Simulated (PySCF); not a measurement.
C₆H₆O, SMILES C#C[C@@H]1CC=CO1. Heavy atoms are numbered as in [CH:1]#[C:2][C@@H:3]1[CH2:4][CH:5]=[CH:6][O:7]1. Hydrogens are named by the atom that carries them.

Geometry optimised at B3LYP-D3(BJ)/def2-SVP. The structure was generated by enumeration; whether it is a known compound was not checked. Other conformers were not sampled.

Computed with PBE/def2-TZVP (PySCF).

Atomic charges (e), one atom of each kind:

```json
[
 {"atom": "C1 (CH)", "meta-Löwdin": "-0.20", "Mulliken": "-0.12"},
 {"atom": "C2", "meta-Löwdin": "-0.04", "Mulliken": "-0.10"},
 {"atom": "C3 (CH)", "meta-Löwdin": "0.10", "Mulliken": "0.08"},
 {"atom": "C4 (CH2)", "meta-Löwdin": "-0.21", "Mulliken": "-0.13"},
 {"atom": "C5 (CH)", "meta-Löwdin": "-0.22", "Mulliken": "-0.24"},
 {"atom": "C6 (CH)", "meta-Löwdin": "0.06", "Mulliken": "0.00"},
 {"atom": "O7", "meta-Löwdin": "-0.31", "Mulliken": "-0.21"},
 {"atom": "H on C1", "meta-Löwdin": "0.17", "Mulliken": "0.16"},
 {"atom": "H on C3", "meta-Löwdin": "0.14", "Mulliken": "0.11"},
 {"atom": "H on C4", "meta-Löwdin": "0.12", "Mulliken": "0.10"},
 {"atom": "H on C5", "meta-Löwdin": "0.13", "Mulliken": "0.11"},
 {"atom": "H on C6", "meta-Löwdin": "0.14", "Mulliken": "0.12"}
]
```

Computed Mayer and Wiberg (Löwdin basis) orders of the bonds:
```json
[
 {"bond": "C1–C2", "Mayer": "2.67", "Wiberg": "2.94"},
 {"bond": "C2–C3", "Mayer": "1.18", "Wiberg": "1.24"},
 {"bond": "C3–C4", "Mayer": "0.99", "Wiberg": "1.09"},
 {"bond": "C4–C5", "Mayer": "1.03", "Wiberg": "1.20"},
 {"bond": "C5–C6", "Mayer": "1.82", "Wiberg": "2.00"},
 {"bond": "C3–O7", "Mayer": "0.97", "Wiberg": "1.30"},
 {"bond": "C6–O7", "Mayer": "1.12", "Wiberg": "1.59"}
]
```
